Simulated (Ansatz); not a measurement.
Computed with Ansatz on PBE0-D4/def2-TZVP structures; ΔE is electronic, products minus reactants. CBS: MP2 limit from def2 TZ/QZ plus the TZ coupled-cluster correction, frozen cores. This one scheme is used for every species. DFT in def2-TZVPP. def2 core potentials past Kr. For In, Se outer-core shells are correlated without core-valence functions, which leaves a few kJ/mol of doubt a bond. Scalar relativity is left out up to krypton. Each species was taken in one conformer, which may not be the lowest.

Reaction (ligand exchange at the In–Se bond): `[F][In]([Cl])[SeH]` + H–F → `[F][In]([F])[Cl]` + H₂Se

| level | ΔE (eV) |
| --- | --- |
| LDA (SPW92) | 0.84 |
| PBE0 | 0.80 |
| CAM-B3LYP | 0.63 |
| HF/def2-SVP | 0.66 |

Question: What does CCSD(T)/CBS give? (Estimate.)

Answer: The calculation gave: +0.81 eV. The listed levels differ from it by 0.03, -0.01, -0.18, -0.15 eV.

Largest T1 diagnostic among the species: 0.016.

From PBE to PBE0 (25 % exact exchange), in def2-TZVPP and without D4, ΔE moves by +0.08 eV. In def2-TZVPP, CCSD(T) changes the Hartree–Fock value by +0.10 eV (the triples alone add +0.01 eV) and MP2 by +0.19 eV.
